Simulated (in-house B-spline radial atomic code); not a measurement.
**RPA and G0W0 on LC-wPBE: Xe VIII (Xe7+)**

Configuration [Kr] 4d10 5s1, highest spin, mean-field start LC-wPBE. Computed with a B-spline radial code for spherical atoms: all electrons, non-relativistic, point nucleus, each spin shell either full or empty, empty states to l = 9 with an (l + 1/2)⁻⁴ tail; G0W0 by contour deformation at full frequency.

Without relativity these are model numbers: it shifts the levels of so heavy an element strongly and can reorder them.

Command:
```bash
python run_gw.py task.json out
```
Settings (radii: box in bohr, nucleus in fm):
```
Z                        54
electrons                47
configuration            [Kr] 4d10 5s1
hamiltonian              nr
method                   lc_wpbe
lmax                     9
spin_polarised           True
box_radius               8.41
intervals                51
ion_configuration        [Kr] 4d10
```

Time taken, with all properties: 9 s on 1 thread of Arm Neoverse N1, with other jobs on the host.

Energies (hartree):

```csv
term,value
mean-field total,-7222.56396
Hartree-Fock functional on these orbitals,-7220.82861
direct second order,-4.0715
second-order exchange,1.1194
SOSEX correction,1.0564
```

Task: What is the RPA correlation energy, and what remains with SOSEX?

Result: RPA gives -3.6568 hartree (-2.12 eV per electron); RPA + SOSEX gives -2.6005, and the second-order doubles -2.9521 hartree (no singles). SOSEX takes back 29 % of the RPA value.

Quasi-particle levels (eV):

| level | occupied | mean field | Σx - vxc | Σc | QP weight | G0W0 |
| --- | --- | --- | --- | --- | --- | --- |
| 5s up | yes | -101.32 | 0.40 | ? | ? | ? |
| 4d down | yes | -158.05 | -7.31 | 0.26 | 0.966 | -165.11 |
| 4d up | yes | -158.40 | -7.32 | 0.32 | 0.957 | -165.39 |
| 5s down | no | -90.48 | 4.29 | -2.78 | 0.972 | -88.96 |

G0W0 = mean field + (Σx - vxc) + Σc, with Σc (partial-wave tail included) taken at the quasi-particle energy. Only the outer levels were computed. Levels of low weight are left out.

Task: Where does G0W0 put 5s up?

Result: At -103.13 eV, with Σc = -2.22 eV and a quasi-particle weight of 0.979. The tabulated removal energy is 105.978 ± 0.0025 eV (NIST, measured); the calculation leaves out relativity, Breit and QED terms, and what these don't explain is the method's own error.

Task: What does it cost to remove one electron (to [Kr] 4d10) by differences of total energies, each species on its own start (correlation terms add to the Hartree-Fock functional)?

Result: LC-wPBE 102.94 eV, Hartree-Fock functional 100.71 eV, + RPA 102.80 eV, + RPA + SOSEX 102.17 eV, + second order 102.96 eV. Tabulated: 105.978 ± 0.0025 eV (NIST, measured); the calculation leaves out relativity, Breit and QED terms, and what these don't explain is the method's own error.
